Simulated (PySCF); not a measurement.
## Multinuclear NMR of C4H14Si3

Atom-mapped SMILES (the numbers label the heavy atoms): `[CH3:1][C:2]1([CH3:3])[CH2:4][Si@@H:5]([SiH3:6])[SiH2:7]1` (H(Xn): hydrogen on atom n). Ha(C4), Ha(Si7) are cis to Si6 on the ring; Hb(C4), Hb(Si7) are trans to Si6 on the ring.

One computed conformer, non-relativistic, no solvent model, rapidly exchanging positions averaged. Geometry: GFN2-xTB; σ from GIAO-PBE0/pcSseg-1; PySCF 2.14.

Q: What are the ²⁹Si shifts?

A: 
```csv
atoms,environment,σ (ppm),δ (ppm)
Si7,"silicon bonded to C, Si, 2 H, in a 4-membered ring",386.0,-37.3
Si5,"silicon bonded to C, 2 Si, H, in a 4-membered ring",432.5,-75.5
Si6,"silicon bonded to Si, 3 H",460.9,-98.9
```

Shieldings were converted by a linear fit to measured shifts: ²⁹Si: δ = 279.94 − 0.822σ (rms 8.9 ppm, 72 shifts, 25.8 ppm with the 6 outliers that the fit left out vs TMS, solution or neat liquid). Occasional misses reach two or three times the rms, and more in compound classes unlike the fitted ones.

On a 500 MHz spectrometer ²⁹Si resonates near 99.3 MHz, so 1 ppm is 99.3 Hz.
